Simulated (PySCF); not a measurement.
Computed with PBE-D3(BJ)/def2-TZVP // PBE0-D3(BJ)/def2-TZVP (PySCF 2.14.0). Gas-phase values, no solvent. One relaxed conformer stands for a flexible species; it need not be the lowest. 

Reference species (SMILES): `[Cl][Ge]([Cl])([Cl])[Cl]` (neutral, multiplicity 1).

| Property | Value |
|---|---|
| HOMO | -8.20 eV |
| HOMO–LUMO gap | 5.00 eV |

Changed species: `[SH][Ge]([SH])([SH])[SH]` (4 of 4 Cl replaced by SH; the reference has 0 of 4 Cl replaced by SH).

Give the shifts of the HOMO and HOMO–LUMO gap.

the HOMO rises by 2.00 eV, to -6.20 eV; the HOMO–LUMO gap falls by 1.17 eV, to 3.83 eV.
